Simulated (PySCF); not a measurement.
Excitation energy of Ar⁺ by level of theory

Ar⁺ [Ne] 3s2 3p5 (2P) → Ar⁺ [Ne] 3s1 3p5 3d1 (high-spin determinant), as a difference of total energies. All numbers are calculated (PySCF 2.14, the non-relativistic Hamiltonian (point nucleus), in aug-cc-pwCVTZ). Correlated levels: valence: [Ne] frozen. The calculations carry no spin-orbit coupling.

| method | excitation energy (eV) |
| --- | --- |
| UHF | 32.792 |
| MP2 (valence) | 32.019 |
| SCS-MP2 (valence) | 31.924 |
| CCSD (valence) | 30.774 |
| CCSD(T) (valence) | 30.096 |

**Question.** How much does correlation contribute at CCSD(T) (valence)?

**Answer.** 30.096 − (32.792) = -2.696 eV, measured against UHF.

The upper state lies above the first ionisation limit, where it may autoionise and the basis confines it.

The promoted electron is Rydberg-like, and one or two diffuse shells describe it only roughly, which tends to raise the upper state.

The coupled-cluster amplitudes are large for the upper state (T1 above 0.03 or a double amplitude above 0.15), so a single reference is strained.

The determinant of the upper state mixes LS terms, which raises its energy above the lowest term, most at the Hartree-Fock and MP2 levels.
